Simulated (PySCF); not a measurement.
A GIAO shielding run with PySCF 2.14.0 with density-fitted response routines (density fitting, non-relativistic, gas phase) on `C=C(C)S[SiH](F)F`, C$_{3}$H$_{6}$F$_{2}$SSi:

```
$ OMP_NUM_THREADS=1 python probes_run.py task.json out

{"job": {"kind": "nmr", "xc": "PBE0", "basis": "pcSseg-1"}, "charge": 0, "multiplicity": 1}
C     -2.291973    -0.342819    -0.263122
C     -1.000801    -0.070316    -0.162238
C     -0.334550     1.096341    -0.809381
S     -0.001085    -1.164678     0.844483
Si     2.022849    -0.691815     0.422749
F      2.365328    -0.779775    -1.135945
F      2.877235    -1.880455     1.040260
H     -2.728292    -1.196396     0.223040
H     -2.950066     0.285925    -0.837251
H      0.161878     1.718512    -0.065616
H      0.409395     0.765529    -1.532543
H     -1.074939     1.699323    -1.330605
H      2.540634     0.561111     0.904556
```

Hardware: 1 thread of an Arm Neoverse N1, shared host. The job also computes population analyses, field gradients.

(1) How large is the calculation?

(2) How long does it take, and how much memory does it need?

Answers

(1) 72 electrons, 163 basis functions and 893 auxiliary functions.

(2) 43 s of wall time, with 14 SCF cycles and 5 response iterations; peak memory 0.73 GiB. Times on a shared host scatter by some tens of per cent.
